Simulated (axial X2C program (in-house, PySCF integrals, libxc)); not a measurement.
Ω levels of EuI⁺ from open-shell CI on f6 s1

Computed with an in-house all-electron X2C program for linear molecules (integrals from PySCF): two-component X2C with atomic mean-field Coulomb and Gaunt terms, basis Eu dyall-v3z, I dyall-v3z (cores contracted in-house). Orbitals come from Hartree–Fock averaged over the configuration Eu f6 s1; CI then distributes these electrons over the f, s shells of Eu. The speed of light was multiplied by 1.3, so these are model numbers.

R = 2.795 Å (near the minimum of the configuration average).

Lowest levels of this model:

```
   Ω  energy (cm⁻¹)     g∥       configuration
 1/2              0   2.03  74% f6 s1 + 26% f7
 3/2             87   6.01  67% f6 s1 + 33% f7
 5/2            235   9.92  50% f7 + 50% f6 s1
 7/2            372  13.94  69% f7 + 31% f6 s1
 1/2            815   3.47  54% f6 s1 + 46% f7
 3/2            886   7.26  58% f6 s1 + 42% f7
 1/2            908   0.78   94% f6 s1 + 6% f7
 3/2           1054   4.98   95% f6 s1 + 5% f7
 5/2           1133   8.86  66% f6 s1 + 34% f7
 7/2           1503  11.74  88% f6 s1 + 12% f7
 5/2           1505   9.91           97% f6 s1
 1/2           1607   3.74  89% f6 s1 + 11% f7
 3/2           1786   6.49  89% f6 s1 + 11% f7
 9/2           2048  15.11          100% f6 s1
 5/2           2353   7.60   94% f6 s1 + 6% f7
 7/2           2385  11.93  86% f6 s1 + 14% f7
11/2           2988  17.77          100% f6 s1
 9/2           3013  14.32          100% f6 s1
 7/2           3085  11.23           96% f6 s1
 9/2           3950  12.54          100% f6 s1
11/2           4164  16.21          100% f6 s1
13/2           4382  19.98          100% f6 s1
 9/2           8461  13.74          100% f6 s1
11/2           9879  16.00          100% f6 s1
```

g∥ is the magnitude of 2⟨Lz + ge Sz⟩ for the +Ω component.

(1) From Ω and g∥ of the lowest level, whose 2⟨Lz + ge Sz⟩ is positive, find ⟨Sz⟩ and ⟨Lz⟩ (ge = 2.0023).

Occupations of the active spinors in the lowest level by ω, shell by shell in order of energy: -7/2: 0.39; -5/2: 0.60 0.38; -3/2: 0.59 0.34; -1/2: 0.58 0.22 0.31; 1/2: 0.53 0.23 0.43; 3/2: 0.50 0.41; 5/2: 0.48 0.50; 7/2: 0.53. The leading determinant has weight 0.03 among 1101.

This point took 4.3 s on 1 thread of Arm Neoverse V1, on a shared host.

Dynamic correlation is missing, so gaps between terms are too wide and other configurations may lie lower; the lowest level listed is that of this model, not necessarily the ground state. At most 4 roots were kept for each Ω > 0 (twice that for Ω = 0) within 2.2 eV of the lowest, so higher up levels can be missing between those listed; levels with Ω > 0 are doubly degenerate and listed once, Ω = 0 levels singly.

## Answers

(1) Ω = ⟨Lz⟩ + ⟨Sz⟩ = 1/2 and ⟨Lz⟩ + ge⟨Sz⟩ = 1.015, so ⟨Sz⟩ = 0.51 and ⟨Lz⟩ = -0.01.
